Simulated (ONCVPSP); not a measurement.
## hydrogen (H): one change to an ONCV potential, before and after

H, optimised norm-conserving Vanderbilt (ONCV), made with ONCVPSP 4.0.1 (PBE, scalar-relativistic). Core none, reference 1s1. Waves: 1s: rc 0.90 bohr, ncon 3, nbas 7, qcut 6.5 1/bohr, 2 projectors, debl 2.9 Ha; p scattering state at 0.29 Ha: rc 0.85 bohr, ncon 4, nbas 8, qcut 8.2 1/bohr, 1 projector. Local part: polynomial inside 0.60 bohr (lpopt 5, dvloc0 0 Ha). Core correction: none.

Change: s: qcut 9.1.

Cutoffs: the cutoffs (Ha) at which the residual kinetic energy of the hardest occupied pseudo-wave falls to 1 and 0.1 mHa per electron; they do not see the model core or the augmentation charge, which bear on the density cutoff. Errors are all-electron minus pseudo energies relative to the spin-unpolarised reference configuration.

Problem. Predict the effect on cutoff, ghosts and configuration errors.

Solution. The potential gets neither clearly harder nor softer (17 Ha and 49 Ha → 21 Ha and 31 Ha); neither file shows a bound ghost.

| quantity | base | changed |
| --- | --- | --- |
| cutoff, loose | 17 Ha | 21 Ha |
| cutoff, tight | 49 Ha | 31 Ha |
| bound ghosts | none | none |
| GHOST(+) flags under 300 eV | none | none |
| error for 1s0.5, meV [ΔE 4.76 eV] | +0.5 | +0.4 |
| s: phases at 0.91 bohr within 0.05 rad from the reference energy up to (Ha; the scan ends near 5) | to the end of the scan | to the end of the scan |
| p: phases at 0.86 bohr within 0.05 rad from the reference energy up to (Ha; the scan ends near 5) | to the end of the scan | to the end of the scan |
